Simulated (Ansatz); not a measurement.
Calculated with Ansatz (gas phase, PBE0-D4/def2-TZVP geometries, no zero-point term in ΔE). CBS: MP2 limit from def2 TZ/QZ plus the TZ coupled-cluster correction, frozen cores. One conformer a species, not always the lowest.

`COBC=O` + `[CH3][Al]([NH2])[NH2]` → `CBC=O` + `C[O][Al]([NH2])[NH2]`  (redistribution)

`COBC=O`:

```xyz
10

C     0.467    0.642   -1.560
O    -0.145   -0.193   -0.594
B     0.001   -0.003    0.721
C    -0.763   -1.044    1.665
O    -0.715   -0.985    2.872
H    -0.313    1.084   -2.181
H     1.053    1.432   -1.085
H     1.114    0.029   -2.189
H     0.663    0.891    1.168
H    -1.362   -1.853    1.183
```

`[CH3][Al]([NH2])[NH2]`:

Z-matrix (Å, degrees):
```
C
Al 1 1.949
H 1 1.093 2 112.0
H 1 1.094 2 111.6 3 -120.7
H 1 1.094 2 111.2 3 120.1
N 2 1.774 1 120.7 3 167.3
N 2 1.773 1 120.9 3 -13.0
H 6 1.006 2 126.1 1 179.1
H 6 1.006 2 124.0 1 -0.7
H 7 1.006 2 124.0 1 0.5
H 7 1.006 2 126.1 1 -179.3
```

`CBC=O`:

```xyz
9

C    -0.610   -1.047    0.179
B     0.012    0.338    0.491
C     0.807    1.152   -0.595
O     1.990    0.898   -0.705
H    -1.671   -0.843   -0.039
H    -0.197   -1.544   -0.701
H    -0.610   -1.729    1.031
H    -0.074    0.833    1.580
H     0.353    1.941   -1.241
```

`C[O][Al]([NH2])[NH2]`:

Z-matrix (Å, degrees):
```
C
O 1 1.391
H 1 1.096 2 110.6
H 1 1.096 2 110.3 3 119.0
H 1 1.099 2 113.0 3 -120.6
Al 2 1.688 1 135.9 3 116.1
N 6 1.762 2 117.1 1 179.0
N 6 1.767 2 121.0 1 -1.0
H 7 1.005 6 125.8 2 179.3
H 7 1.006 6 123.7 2 -0.5
H 8 1.006 6 124.7 2 -1.1
H 8 1.006 6 125.3 2 179.1
```

| species | SCS-MP2/def2-TZVPP energy (Eh) |
| --- | --- |
| `COBC=O` | -254.05733 |
| `[CH3][Al]([NH2])[NH2]` | -393.62003 |
| `CBC=O` | -178.89566 |
| `C[O][Al]([NH2])[NH2]` | -468.77467 |

(1) Work out ΔE.

Largest T1 diagnostic among the species: 0.016.

## Answers

(1) ΔE = (-178.89566) + (-468.77467) − (-254.05733) − (-393.62003) = 0.00703 Eh = +18.5 kJ/mol. CCSD(T)/CBS gives +19.9 kJ/mol.

At CCSD(T), def2-SVP lies +14.9 kJ/mol from the extrapolated value and def2-TZVPP +2.2 kJ/mol. From BLYP to BHLYP (50 % exact exchange), in def2-TZVPP and without D4, ΔE moves by −6.5 kJ/mol. In def2-TZVPP, CCSD(T) changes the Hartree–Fock value by +14.0 kJ/mol (the triples alone add +3.2 kJ/mol) and MP2 by +10.9 kJ/mol.
